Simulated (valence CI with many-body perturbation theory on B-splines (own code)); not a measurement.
Os XLIV: electric-dipole lines

Method: configuration interaction combined with many-body perturbation theory (CI+MBPT): five valence electrons over a frozen Dirac-Fock core [Ar] 3d10, a basis of 9 s, 9 p, 8 d, 6 f, 3 g, 1 h functions for each j, with the one-electron correlation potential Σ1 (screened to all orders), the two-electron term Σ2, the three-electron term Σ3, Breit, model QED; selected single and double excitations, second order for the rest (own B-spline code, finite nucleus).

The last digits are not significant, and no measured levels were compared; by estimate large intervals hold to a few tenths of a per cent, small ones and those within an open d or f shell to about a per cent. Among the levels kept, up to 270 cm⁻¹ of a level comes from second order outside the variational space, and about a tenth of that is noise between levels of different J, which matters for small intervals.

Lines 151 to 200 of 212 in falling wavelength, among levels below 30.520 Ry, chosen from the strongest by gf and those to the six lowest levels. Wavelengths and rates use the calculated energies. Electric multipoles are in the length gauge, E1 and E2 with the static RPA response of the core. Weak lines are less certain than strong ones. Lines between different terms over intervals too small for the method are left out, as are lines whose strength nearly cancels. The highest levels of a list are the least certain.

Levels are named by their leading jj configuration (3d3/2^4 stands for four electrons in 3d with j = 3/2), which in mixed levels can hold well under half, so a name can repeat and another be missing. Letters in brackets count levels of one name in rising energy.

```csv
λ vac (Å),Upper,Lower,A (s⁻¹),log gf,Branch %
60.22,(4s^2 4p1/2 4p3/2 4d5/2) J=3/2 [b],(4s^2 4p1/2 4p3/2^2) J=3/2,2.81e+10,-1.21,7.9
59.90,(4s^2 4p1/2^2 4f5/2) J=5/2,(4s^2 4p1/2^2 4d3/2) J=3/2,2.68e+10,-1.06,52.2
59.88,(4s^2 4p1/2 4p3/2 4d5/2) J=1/2,(4s^2 4p1/2 4p3/2^2) J=3/2,1.59e+11,-0.77,34.3
59.71,(4s 4p1/2^2 4p3/2 4d5/2) J=5/2,(4s^2 4p1/2^2 4d5/2) J=5/2,1.67e+11,-0.27,55.3
59.31,(4s 4p1/2^2 4p3/2^2) J=5/2,(4s^2 4p1/2^2 4p3/2) J=3/2,2.55e+11,-0.09,92.1
58.63,(4s 4p1/2 4p3/2^3) J=3/2 [a],(4s^2 4p1/2 4p3/2^2) J=5/2,5.17e+10,-0.97,7.5
58.39,(4s 4p1/2^2 4p3/2 4d5/2) J=3/2,(4s^2 4p1/2^2 4d5/2) J=5/2,8.27e+10,-0.77,38.7
57.67,(4s 4p1/2^2 4p3/2 4d5/2) J=7/2 [a],(4s^2 4p1/2^2 4d5/2) J=5/2,8.48e+10,-0.47,28.5
57.10,(4s 4p1/2 4p3/2^3) J=3/2 [a],(4s^2 4p1/2 4p3/2^2) J=3/2,5.88e+11,0.06,85.6
56.93,(4s 4p1/2^2 4p3/2 4d3/2) J=3/2 [b],(4s^2 4p1/2^2 4d3/2) J=3/2,2.57e+11,-0.30,80.7
56.63,(4s 4p1/2 4p3/2^3) J=5/2,(4s^2 4p1/2 4p3/2^2) J=5/2,6.47e+11,0.27,96.9
55.78,(4s 4p1/2 4p3/2^3) J=1/2,(4s^2 4p1/2 4p3/2^2) J=1/2,7.46e+11,-0.16,57.7
55.73,(4s 4p1/2^2 4p3/2^2) J=1/2,(4s^2 4p1/2^2 4p3/2) J=3/2,2.94e+11,-0.56,90.7
55.71,(4s 4p1/2^2 4p3/2 4d5/2) J=7/2 [b],(4s^2 4p1/2^2 4d5/2) J=5/2,2.55e+11,-0.02,34.5
55.65,(4s 4p1/2 4p3/2^3) J=3/2 [b],(4s^2 4p1/2 4p3/2^2) J=1/2,2.95e+11,-0.26,24.9
55.23,(4s 4p1/2^2 4p3/2^2) J=3/2,(4s^2 4p1/2^2 4p3/2) J=3/2,5.80e+11,0.03,92.4
55.20,(4s 4p1/2 4p3/2^3) J=5/2,(4s^2 4p1/2 4p3/2^2) J=3/2,2.36e+07,-4.19,0.0
54.81,(4s 4p1/2^2 4p3/2 4d3/2) J=1/2 [b],(4s^2 4p1/2^2 4d3/2) J=3/2,5.23e+11,-0.33,88.0
53.92,(4s 4p1/2 4p3/2^3) J=3/2 [b],(4s^2 4p1/2 4p3/2^2) J=5/2,8.49e+11,0.17,71.6
53.88,(4s 4p1/2^2 4p3/2 4d3/2) J=5/2 [b],(4s^2 4p1/2^2 4d3/2) J=3/2,8.89e+11,0.37,95.2
52.74,(4s 4p1/2 4p3/2^3) J=1/2,(4s^2 4p1/2 4p3/2^2) J=3/2,5.09e+11,-0.37,39.4
52.62,(4s 4p1/2 4p3/2^3) J=3/2 [b],(4s^2 4p1/2 4p3/2^2) J=3/2,1.71e+10,-1.55,1.4
52.60,(4s 4p1/2^2 4p3/2 4d5/2) J=5/2,(4s^2 4p1/2^2 4d3/2) J=3/2,1.60e+09,-2.40,0.5
51.58,(4s 4p1/2^2 4p3/2 4d5/2) J=3/2,(4s^2 4p1/2^2 4d3/2) J=3/2,1.68e+10,-1.57,7.9
48.94,(4s 4p1/2^2 4p3/2 4d5/2) J=1/2,(4s^2 4p1/2^2 4d3/2) J=3/2,9.86e+09,-2.15,2.6
46.96,(4s^2 4p1/2 4p3/2 4d3/2) J=5/2 [a],(4s^2 4p1/2^2 4p3/2) J=3/2,2.66e+09,-2.28,24.5
46.89,(4s^2 4p1/2 4p3/2 4d3/2) J=3/2 [a],(4s^2 4p1/2^2 4p3/2) J=3/2,5.79e+10,-1.12,78.2
46.85,(4s^2 4p1/2 4p3/2 4d3/2) J=1/2 [a],(4s^2 4p1/2^2 4p3/2) J=3/2,3.56e+09,-2.63,30.6
45.69,(4s^2 4p3/2^2 4d3/2) J=3/2 [a],(4s^2 4p1/2 4p3/2^2) J=1/2,1.21e+11,-0.82,6.6
45.57,(4s^2 4p3/2^2 4d3/2) J=1/2,(4s^2 4p1/2 4p3/2^2) J=1/2,2.34e+10,-1.84,1.4
44.52,(4s^2 4p3/2^2 4d3/2) J=3/2 [a],(4s^2 4p1/2 4p3/2^2) J=5/2,4.37e+11,-0.28,23.9
44.38,(4s^2 4p3/2^2 4d3/2) J=5/2,(4s^2 4p1/2 4p3/2^2) J=5/2,9.01e+11,0.20,58.4
44.05,(4s^2 4p3/2^2 4d3/2) J=7/2,(4s^2 4p1/2 4p3/2^2) J=5/2,1.42e+12,0.52,100.0
43.83,(4s^2 4p3/2^2 4d3/2) J=3/2 [b],(4s^2 4p1/2 4p3/2^2) J=1/2,1.43e+12,0.22,97.7
43.63,(4s^2 4p3/2^2 4d3/2) J=3/2 [a],(4s^2 4p1/2 4p3/2^2) J=3/2,1.27e+12,0.16,69.5
43.53,(4s^2 4p1/2 4p3/2 4d3/2) J=5/2 [b],(4s^2 4p1/2^2 4p3/2) J=3/2,1.77e+12,0.48,99.5
43.52,(4s^2 4p3/2^2 4d3/2) J=1/2,(4s^2 4p1/2 4p3/2^2) J=3/2,1.63e+12,-0.03,98.4
43.50,(4s^2 4p3/2^2 4d3/2) J=5/2,(4s^2 4p1/2 4p3/2^2) J=3/2,6.40e+11,0.04,41.5
43.45,(4s^2 4p3/2^2 4d5/2) J=1/2,(4s^2 4p1/2 4p3/2^2) J=1/2,6.38e+08,-3.44,1.5
43.32,(4s^2 4p1/2 4p3/2 4d3/2) J=3/2 [b],(4s^2 4p1/2^2 4p3/2) J=3/2,2.29e+12,0.41,100.0
43.18,(4s^2 4p1/2 4p3/2 4d3/2) J=1/2 [b],(4s^2 4p1/2^2 4p3/2) J=3/2,1.88e+12,0.02,99.6
42.78,(4s^2 4p3/2^2 4d5/2) J=7/2,(4s^2 4p1/2 4p3/2^2) J=5/2,4.65e+10,-0.99,100.0
42.75,(4s^2 4p3/2^2 4d3/2) J=3/2 [b],(4s^2 4p1/2 4p3/2^2) J=5/2,1.14e+09,-2.90,0.1
42.74,(4s^2 4p1/2 4p3/2 4d5/2) J=3/2 [a],(4s^2 4p1/2^2 4p3/2) J=3/2,5.14e+09,-2.25,7.5
42.26,(4s^2 4p1/2 4p3/2 4d5/2) J=5/2 [a],(4s^2 4p1/2^2 4p3/2) J=3/2,4.72e+10,-1.12,38.1
41.93,(4s^2 4p3/2^2 4d3/2) J=3/2 [b],(4s^2 4p1/2 4p3/2^2) J=3/2,3.15e+10,-1.48,2.2
41.58,(4s^2 4p3/2^2 4d5/2) J=1/2,(4s^2 4p1/2 4p3/2^2) J=3/2,1.13e+10,-2.23,26.5
40.69,(4s^2 4p3/2^2 4d5/2) J=5/2,(4s^2 4p1/2 4p3/2^2) J=5/2,1.52e+08,-3.64,8.8
40.32,(4s^2 4p1/2 4p3/2 4d5/2) J=5/2 [b],(4s^2 4p1/2^2 4p3/2) J=3/2,7.74e+10,-0.95,8.6
40.07,(4s^2 4p1/2 4p3/2 4d5/2) J=3/2 [b],(4s^2 4p1/2^2 4p3/2) J=3/2,2.46e+10,-1.63,6.9
```
